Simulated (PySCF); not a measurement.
# SeS(OH)2, singlet: data card

Computed with PBE0 in PySCF with Se def2-SVP, S def2-SVP, O def2-SVP, H def2-SVP; no relativity; density-fitted integrals.

The structure is a minimum.

```
Point group                                                                   : Cs
Bond lengths                                                                  : O–H 0.973 Å (×2), Se–O 1.785 Å (×2), Se–S 2.054 Å
Bond angles                                                                   : H–O–Se 106.4° (×2), O–Se–O 99.1°, O–Se–S 104.1° (×2)
Lowest empty level                                                            : -1.10 eV
Principal polarisabilities                                                    : 32.7, 39.9, 59.1 bohr³
Principal quadrupole moments (Buckingham, traceless) about the centre of mass : -8.76, 1.10, 7.65 D Å
Heat capacity Cp at 298.15 K                                                  : 83.2 J/(mol K)
Atomisation energy without zero-point energy                                  : 1687 kJ/mol
Highest occupied level                                                        : -7.30 eV
Rotational constants                                                          : 0.1902, 0.1091, 0.08695 cm⁻¹
Entropy at 298.15 K and 1 bar                                                 : 318.8 J/(mol K)
Zero-point energy                                                             : 77.7 kJ/mol
Dipole moment                                                                 : 0.69 D
Enthalpy at 298.15 K above 0 K                                                : 16.96 kJ/mol
Rotational symmetry number                                                    : 1
```

Harmonic modes (masses in u: Se 79.917, S 31.972, O 15.995, H 1.008):
```csv
symmetry,ω (cm⁻¹),IR (km/mol),μ (u)
a'',187,0.1,3.49
a',230,12.7,5.73
a',290,19.9,8.28
a'',354,74.0,1.34
a',441,109,1.15
a',534,57.4,20.77
a'',648,131,14.28
a',656,85.0,15.24
a'',1051,105,1.09
a',1079,74.9,1.12
a'',3755,44.6,1.07
a',3759,103,1.07
```

Charges (e):
| atom | Mulliken | Löwdin | polar tensor | Mayer order to Se1 |
| --- | --- | --- | --- | --- |
| Se1 | 0.77 | 0.70 | 1.41 | – |
| S2 | -0.35 | -0.31 | -0.54 | 1.61 |
| O3,4 | -0.41 | -0.26 | -0.71 | 0.95 |
| H5,6 | 0.19 | 0.06 | 0.27 | 0.03 |
Other Mayer orders above 0.3: O–H 0.94 (×2).

Mulliken populations on Se1: s 7.78, p 15.07, d 10.38.

This need not be the most stable arrangement of these atoms.

The final relaxation and frequency run took 79 s on 2 threads of a shared Arm Neoverse V1 host, with 88 basis functions and 22 gradients; the process peaked at 1.4 GiB.
